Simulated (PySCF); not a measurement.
Working with the constants of ZnO

PBE0 constants of ZnO, ³Π (triplet), unpaired electrons σ ↑, π ↑ (PySCF, spin-free X2C with a Gaussian nucleus, basis sets Zn x2c-SVPall, O x2c-SVPall; masses 63.9291 and 15.9949 u):

| Property | Result |
| --- | --- |
| ωe | 517.7 cm⁻¹ |
| ωexe | 5.73 cm⁻¹ |
| Be | 0.37253 cm⁻¹ |
| αe | 0.00434 cm⁻¹ |
| D (centrifugal) | 7.71e-07 cm⁻¹ |
| De to Zn + O | 1.21 eV |

Give the vibrational terms G(v) and spacings up to v = 6.

G(v) = ωe(v+½) − ωexe(v+½)².

```csv
v,G(v) (cm⁻¹),G(v) − G(v−1),Bv (cm⁻¹)
0,257.4,,0.3704
1,763.7,506.2,0.3660
2,1258.4,494.8,0.3617
3,1741.8,483.3,0.3573
4,2213.6,471.9,0.3530
5,2674.0,460.4,0.3487
6,3123.0,448.9,0.3443
```

How well does the Morse estimate ωe²/(4ωexe) reproduce De, and what is D0?

It gives 1.45 eV, 120 % of the computed De. D0 = De − G(0) = 1.21 − 0.03 = 1.18 eV.

The state was picked by a PBE0 search and need not be the measured ground state.
